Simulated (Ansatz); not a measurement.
Input file for Ansatz (an electronic-structure program): R-CCSD(T)/cc-pVTZ on GeH2O (SMILES [OH][GeH]), a point of a torsion scan. The run froze 15 orbitals, filled d shells among them.

Ansatz 0.2 input:
```yaml
crystal:
  periodic: [false, false, false]
  atoms:
    - {symbol: O, position_ang: [-0.81739093, 0.23214080, 0.29861014]}
    - {symbol: Ge, position_ang: [0.72616682, 0.74178242, -0.39529870]}
    - {symbol: H, position_ang: [-1.38698320, -0.42103921, -0.10008617]}
    - {symbol: H, position_ang: [1.36482577, 1.07997411, 1.09991284]}
basis:
  gaussian:
    orbitals: cc-pVTZ
magnetization: {spin_polarized: false}
correlation: {method: ccsd_t, electrons: outside_noble_gas}
scf: {lower_state_search: off}
```

It printed:

```
WARN ansatz: RAYON_NUM_THREADS=1 ignored (pool sized by the plan → 1); use --threads N
Functional definition: HF
these checks for a lower state are left out or cut short: stability, starts, cluster_reference, orbital_swaps, neighbouring_geometries, increment
integrals: 0.11 GiB planned
621 factors; integrals over basis functions are off by at most 7.5e-4 eV
mean field: 0.21 GiB planned
mean field evaluation 1: about -58541.3862 eV, gradient 3.7e1 eV
mean field evaluation 2: about -58541.4304 eV, gradient 3.7e1 eV
mean field evaluation 4: about -58544.0052 eV, gradient 2.1e0 eV
mean field evaluation 8: about -58544.0311 eV, gradient 1.4e-1 eV
mean field -58544.03125556 eV, -2151.4534660720 hartree, gradient 1.4e-6 eV, S^2 0.000000; 0 other end points of the search recorded, 0 dependent functions left out
15 core orbitals not correlated
reference -58544.03125556 eV, -2151.4534660720 hartree; 6, 6 occupied and 80, 80 virtual orbitals, 621 factors
second order -9.37597585 eV of doubles, -0.00000000 eV of singles
coupled cluster: 0.23 GiB planned
cycle   1  -9.47760533 eV  change   -1.0e-1 eV  update   8.6e-2
cycle   2  -9.76106267 eV  change   -2.8e-1 eV  update   3.1e-2
cycle   3  -9.85516233 eV  change   -9.4e-2 eV  update   1.9e-2
cycle   4  -9.84163797 eV  change    1.4e-2 eV  update   5.1e-3
cycle   5  -9.84149405 eV  change    1.4e-4 eV  update   2.6e-3
cycle   6  -9.84225706 eV  change   -7.6e-4 eV  update   9.1e-4
cycle   7  -9.84168827 eV  change    5.7e-4 eV  update   4.5e-4
cycle   8  -9.84174377 eV  change   -5.6e-5 eV  update   2.0e-4
cycle   9  -9.84183873 eV  change   -9.5e-5 eV  update   9.4e-5
cycle  10  -9.84177842 eV  change    6.0e-5 eV  update   4.7e-5
cycle  11  -9.84180939 eV  change   -3.1e-5 eV  update   2.4e-5
cycle  12  -9.84180935 eV  change    4.2e-8 eV  update   7.9e-6
perturbative correction -0.35734713 eV, -0.0131322649 hartree
Total energy: -58554.23041204 eV, -2151.8282781594 hartree
Checks for a lower state left out: stability, starts, cluster_reference, orbital_swaps, neighbouring_geometries, increment
```

The run converged.

Cost: very roughly 3 core-seconds.
